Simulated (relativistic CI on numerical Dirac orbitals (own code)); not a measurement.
**Hg44+: computed level list**

Computed by Dirac-Coulomb-Breit CI, orbitals from a KLI potential per configuration, a model potential for QED, unscaled Slater integrals (own radial code, finite nucleus).

Configuration list (outside the closed core [Ar] 3d10): 4s2.4p6, 4s2.4p5.4d, 4s.4p6.4d, 4s2.4p5.4f, 4s.4p6.4f, 4p6.4d.4f, 4s2.4p5.5s, 4s2.4p5.5p, 4s.4p6.5s, 4s2.4p5.5d, 4s.4p6.5p, 4s2.4p5.5f, 4s2.4p5.5g, 4s.4p6.5d, 4p6.4f.5s, 4s.4p6.5f, 4s2.4p5.6s, 4s2.4p5.6p, 4s.4p6.5g, 4s2.4p5.6d, 4s2.4p5.6f, 4p6.4d2, 4p5.4d3, 4p5.4d2.4f, 4p5.4d2.5s, 4p5.4d2.5p, 4p6.4f2, 4p5.4d.4f2, 4p5.4f3, 4p5.4f2.5s, 4p5.4f2.5p, 4p6.4d.5s, 4p5.4d.4f.5s, 4p5.4d.5s2, 4p5.4d.5s.5p. Double excitations out of closed p, d and f shells are left out; levels of such configurations are missing from the list, as are those of other unlisted configurations, and high levels can miss mixing partners. These lack a partner that the ground configuration has and come out too high: 4s2.4p5.5d, 4s2.4p5.5f, 4s2.4p5.5g, 4s2.4p5.6s, 4s2.4p5.6p.

| No. | Configuration | Term | J | E (eV) | % | Landé g | Lifetime (s) |
| --- | --- | --- | --- | --- | --- | --- | --- |
| 1 | 4s2.4p6 | 1S | 0 | 0.00 | 100 |  |  |
| 2 | 4s2.4p5.4d | 3P° | 0 | 169.89 | 100 |  |  |
| 3 | 4s2.4p5.4d | 3P° | 1 | 175.54 | 71 | 1.211 | 1.57e-10 |
| 4 | 4s2.4p5.4d | 3F° | 3 | 178.45 | 57 | 1.067 | 3.63e-02 |
| 5 | 4s2.4p5.4d | 3D° | 2 | 180.14 | 53 | 1.076 | 1.85e-03 |
| 6 | 4s2.4p5.4d | 3F° | 4 | 203.70 | 100 | 1.245 | 1.04e-05 |
| 7 | 4s2.4p5.4d | 1D° | 2 | 206.67 | 47 | 1.200 | 5.47e-06 |
| 8 | 4s2.4p5.4d | 3D° | 3 | 212.86 | 69 | 1.227 | 5.06e-06 |
| 9 | 4s2.4p5.4d | 1P° | 1 | 231.84 | 46 | 0.915 | 8.90e-13 |
| 10 | 4s2.4p5.4d | 3F° | 2 | 316.51 | 72 | 0.766 | 3.84e-08 |
| 11 | 4s2.4p5.4d | 1P° | 1 | 340.71 | 53 | 0.857 | 2.56e-13 |
| 12 | 4s2.4p5.4d | 3P° | 2 | 346.91 | 44 | 1.269 | 3.82e-08 |
| 13 | 4s2.4p5.4d | 3F° | 3 | 349.73 | 42 | 1.106 | 3.58e-08 |
| 14 | 4s2.4p5.4f | 3D | 1 | 410.22 | 84 | 0.495 | 5.43e-12 |
| 15 | 4s2.4p5.4f | 3D | 2 | 417.23 | 67 | 1.059 | 3.16e-12 |
| 16 | 4s2.4p5.4f | 3G | 4 | 422.94 | 56 | 1.033 | 1.55e-12 |
| 17 | 4s2.4p5.4f | 3F | 3 | 425.91 | 58 | 1.078 | 1.68e-12 |
| 18 | 4s2.4p5.4f | 3G | 5 | 428.13 | 100 | 1.195 | 1.98e-12 |
| 19 | 4s2.4p5.4f | 1F | 3 | 430.13 | 57 | 1.069 | 2.19e-12 |
| 20 | 4s2.4p5.4f | 3F | 4 | 436.02 | 69 | 1.170 | 1.86e-12 |
| 21 | 4s2.4p5.4f | 1D | 2 | 437.88 | 59 | 0.891 | 1.93e-12 |
| 22 | 4s.4p6.4d | 3D | 1 | 455.42 | 84 | 0.494 | 3.49e-13 |
| 23 | 4s.4p6.4d | 3D | 2 | 456.62 | 60 | 1.104 | 4.32e-13 |
| 24 | 4s.4p6.4d | 3D | 3 | 479.04 | 93 | 1.310 | 4.52e-13 |
| 25 | 4s.4p6.4d | 1D | 2 | 487.67 | 72 | 1.039 | 4.59e-13 |
| 26 | 4s2.4p5.4f | 3G | 3 | 562.82 | 71 | 0.824 | 1.53e-12 |
| 27 | 4s2.4p5.4f | 3F | 2 | 570.48 | 44 | 0.882 | 1.44e-12 |
| 28 | 4s2.4p5.4f | 3D | 3 | 572.48 | 51 | 1.193 | 1.41e-12 |
| 29 | 4s2.4p5.4f | 3G | 4 | 572.73 | 39 | 1.081 | 1.97e-12 |
| 30 | 4s.4p6.4f | 3F° | 2 | 694.36 | 100 | 0.662 | 4.12e-13 |
| 31 | 4s.4p6.4f | 3F° | 3 | 695.96 | 84 | 1.065 | 3.95e-13 |
| 32 | 4s.4p6.4f | 3F° | 4 | 702.07 | 100 | 1.245 | 4.13e-13 |
| 33 | 4s.4p6.4f | 1F° | 3 | 706.84 | 84 | 1.009 | 4.12e-13 |
| 34 | 4s2.4p5.5s | 3P° | 2 | 845.33 | 100 | 1.495 | 1.84e-10 |
| 35 | 4s2.4p5.5s | 1P° | 1 | 847.58 | 66 | 1.166 | 1.64e-13 |
| 36 | 4s2.4p5.5p | 3P | 1 | 901.37 | 48 | 1.537 | 2.02e-13 |
| 37 | 4s2.4p5.5p | 3D | 2 | 902.53 | 50 | 1.154 | 2.05e-13 |
| 38 | 4p6.4d2 | 3F | 2 | 902.57 | 73 | 0.766 |  |
| 39 | 4p6.4d2 | 3P | 0 | 912.80 | 71 |  |  |
| 40 | 4p6.4d2 | 3F | 3 | 930.48 | 99 | 1.078 |  |
| 41 | 4p6.4d2 | 3P | 2 | 935.34 | 50 | 1.179 |  |
| 42 | 4p6.4d2 | 1G | 4 | 936.68 | 68 | 1.073 |  |
| 43 | 4p6.4d2 | 3P | 1 | 936.94 | 99 | 1.496 |  |
| 44 | 4p6.4d2 | 3F | 4 | 962.30 | 68 | 1.166 |  |
| 45 | 4s2.4p5.5p | 1P | 1 | 962.33 | 55 | 1.304 | 2.69e-13 |
| 46 | 4s2.4p5.5p | 3D | 3 | 962.53 | 100 | 1.329 | 2.63e-13 |
| 47 | 4p6.4d2 | 1D | 2 | 966.10 | 46 | 1.212 |  |
| 48 | 4s2.4p5.5p | 3P | 2 | 966.21 | 66 | 1.329 | 2.62e-13 |
| 49 | 4s2.4p5.5p | 1S | 0 | 974.41 | 59 |  | 2.81e-13 |
| 50 | 4p6.4d2 | 1S | 0 | 977.61 | 71 |  |  |
| 51 | 4s2.4p5.5s | 3P° | 0 | 986.48 | 99 |  | 6.97e-11 |
| 52 | 4s2.4p5.5s | 3P° | 1 | 987.92 | 65 | 1.322 | 4.28e-13 |
| 53 | 4s2.4p5.5p | 3D | 1 | 1043.22 | 72 | 0.662 | 2.04e-13 |
| 54 | 4s2.4p5.5d | 3P° | 0 | 1048.25 | 98 |  | 6.50e-13 |
| 55 | 4s2.4p5.5d | 3P° | 1 | 1050.93 | 66 | 1.174 | 4.37e-13 |
| 56 | 4s2.4p5.5d | 3F° | 3 | 1051.84 | 53 | 1.058 | 6.65e-13 |
| 57 | 4s2.4p5.5p | 3P | 0 | 1051.92 | 59 |  | 2.13e-13 |
| 58 | 4s2.4p5.5d | 3D° | 2 | 1053.92 | 55 | 1.086 | 6.43e-13 |
| 59 | 4s2.4p5.5d | 3F° | 4 | 1064.21 | 100 | 1.246 | 8.84e-13 |
| 60 | 4s2.4p5.5d | 1D° | 2 | 1065.45 | 50 | 1.190 | 8.56e-13 |
| 61 | 4s2.4p5.5d | 1P° | 1 | 1065.70 | 65 | 1.001 | 6.48e-14 |
| 62 | 4s2.4p5.5d | 3D° | 3 | 1067.72 | 72 | 1.238 | 8.63e-13 |
| 63 | 4p5.4d3(2D) | 3D° | 2 | 1072.16 | 27 | 1.108 |  |
| 64 | 4p5.4d3(4F) | 5D° | 1 | 1074.23 | 30 | 1.000 |  |
| 65 | 4p5.4d3(4F) | 5D° | 0 | 1076.23 | 55 |  |  |
| 66 | 4p5.4d3(2D) | 3F° | 3 | 1078.12 | 25 | 1.067 |  |
| 67 | 4p5.4d3(4F) | 5F° | 3 | 1095.71 | 37 | 1.296 |  |
| 68 | 4p5.4d3(4P) | 5S° | 2 | 1098.25 | 32 | 1.607 |  |
| 69 | 4p5.4d3(4F) | 5G° | 4 | 1098.93 | 32 | 1.207 |  |
| 70 | 4p5.4d3(2G) | 3F° | 2 | 1100.77 | 39 | 1.053 |  |

Energies count from the lowest computed level; ° marks odd parity; lifetimes are radiative, by E1, M1, E2, M2, E3 decay to levels of this space only; some are left blank where a channel outside the calculation adds to the decay or the decay crosses a small, uncertain gap. Percentages are summed over parent terms; the parents shown are those of the largest component, closed shells are left out there.

The mean weight of the leading LS term, summed over parents, in these 70 levels is 66 %, and that of the leading jj configuration (from the same eigenvectors) 96 %, so jj coupling describes them better and the LS labels are nominal.

At this charge energies of transitions that change n are usually good to better than 1 %, and those within a shell (Δn = 0) to a few per cent.

LS names give the leading component of a level, which can be under half, so a name can repeat, a term be missing and a line seem to break the LS rules.
